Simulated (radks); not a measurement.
The numbers below are computed, except where a source is named.
Orbital eigenvalues (eV) of the krypton ion Kr15+, [Ar] 3d3, at several levels of relativity; Dirac values are averaged over j with weights 2j + 1. Spin-unpolarised spherical Kohn-Sham, BLYP, point nucleus unless stated (finite: rms radius 4.1884 fm), a radial shooting solver on a logarithmic mesh with Libxc functionals. A level marked "c x" has the speed of light scaled by that factor and shares open shells by 2j + 1; other Dirac levels either fill j = l - 1/2 first or share by 2j + 1.

shell       non-rel.  scalar-rel.  Dirac, low j first  Dirac, 2j+1 shares, finite nucleus  change of magnitude, last against first (%)
1s            -14396       -14656              -14650                              -14650                                        +1.77
2s           -2300.5      -2359.8             -2358.3                             -2358.7                                        +2.53
2p           -2130.1      -2145.3             -2144.5                             -2144.9                                        +0.70
3s           -677.34      -690.22             -689.90                             -690.04                                        +1.87
3p           -617.02      -620.92             -620.73                             -620.88                                        +0.63
3d           -514.54      -513.15             -512.87                             -513.05                                        -0.29
4s (empty)   -309.37      -313.34             -313.26                             -313.29                                        +1.27
4p (empty)   -287.07      -288.46             -288.42                             -288.45                                        +0.48
